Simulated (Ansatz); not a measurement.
# Ligand exchange: SiH3Br + AuCl → SiH3Cl + AuBr

Species: SiH3Br `[SiH3]Br`, singlet; AuCl (gold monochloride), singlet; SiH3Cl (chlorosilane) `[SiH3]Cl`, singlet; AuBr (bromogold), singlet. The partners trade Br for Cl: Si–Br and Au–Cl bonds give way to Si–Cl and Au–Br.

Shapes, held fixed at every level: PBE0-D4/def2-TZVP. Programs: Ansatz 0.2.0. The zero-point and thermal change to 298 K, harmonic and unscaled (PBE0-D4/def2-TZVP), is +0.6 kJ/mol.

| level | kind | ΔH(298 K) (kJ/mol) | less CCSD(T)/def2-TZVPP | CPU time (sum over the molecules) |
| --- | --- | --- | --- | --- |
| SPW92/def2-TZVPP | LDA | -35.9 | +4.6 | 7.6 s |
| B3LYP-D4/def2-TZVPP | global hybrid | -39.6 | +0.9 | 12 s |
| PBE0-D4/def2-TZVPP | global hybrid | -38.2 | +2.3 | 9 s |
| wB97X-V/def2-TZVPP | range-separated hybrid | -38.2 | +2.3 | 25 s |
| MP2/def2-SVP | perturbation theory | -45.0 | -4.5 | – |
| CCSD(T)/def2-SVP | coupled cluster or CI | -41.0 | -0.5 | 8.6 s |
| CCSD/def2-TZVPP | coupled cluster or CI | -41.1 | -0.6 | – |
| CCSD(T)/def2-TZVPP | coupled cluster or CI | -40.5 | 0.0 | 45 s |

The highest level, CCSD(T)/def2-TZVPP, gives ΔH(298 K) = -40.5 kJ/mol; the levels span -45.0 to -35.9. The column of differences is taken from that level and isn't an error. No measured value is set beside it here. T1 is large for AuCl, so single-reference values are less sure there. For atoms past krypton def2 sets carry core potentials with scalar relativity. Relativity is left out for Br unless named. Correlated rows may include outer-core shells of Au, Br, which these sets cover unevenly. Times are processor times on shared x86 and Arm servers, and rough.
